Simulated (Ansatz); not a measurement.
Energy profile

The step: SiH₂F₂ ([F][SiH2][F]) + H₂O → SiH₂OF₂ ([OH][SiH]([F])[F]) + H₂; bonds formed: Si1–O7, H2–H6; bonds broken: Si1–H2, H6–O7 (atoms numbered as in the saddle structure below).

```xyz
8
angstrom
Si -0.5881 0.1776 -0.0651
H -0.1536 -1.4345 -0.4069
F -0.6719 0.4435 -1.6357
F -0.5376 1.7187 0.4217
H -1.7902 -0.2616 0.6632
H 0.8528 -1.0346 0.0130
O 1.0813 -0.1105 0.5940
H 1.8074 0.5012 0.4158
```

Electronic energies by CCSD(T) at an estimated basis limit (MP2 extrapolated from triple and quadruple zeta, plus CCSD(T) − MP2 in triple zeta), on PBE0-D4/def2-TZVP structures; SiH4OF2, singlet; no counterpoise correction. Program: Ansatz 0.2.0. Basis: def2-TZVPP and def2-QZVPP. Cores are frozen in the correlated methods. Extrapolation: Hartree–Fock as exp(−7.88 √X), correlation as X^−2.97.

Question: Give the profile in kcal/mol, counted from the separated reactants. (An estimate is asked for; the value comes from the calculation.)

Answer: The calculation gives:
| point | kcal/mol |
| --- | --- |
| separated: SiH2F2 (linked as [F][SiH2][F]; Si1, H2, F3, F4, H5; singlet) + H2O (H6, O7, H8; singlet) | 0.00 |
| start structure | -3.40 |
| saddle | 32.83 |
| end structure | -25.03 |
| separated: SiH2OF2 (linked as [OH][SiH]([F])[F]; Si1, F3, F4, H5, O7, H8; singlet) + H2 (H2, H6; singlet) | -24.59 |

No T1 diagnostic of these runs exceeds 0.012.

For scale, one of the runs: CCSD(T)/def2-TZVPP, 191 basis functions, launched by `ansatz run in.yaml --threads 4 --pin off --events-out ev --progress --plain --max-ram 9574MiB`. Hardware: 4 CPU threads of an Arm Neoverse V2, shared host. Wall time 49 s; peak host memory 2.2 GiB.
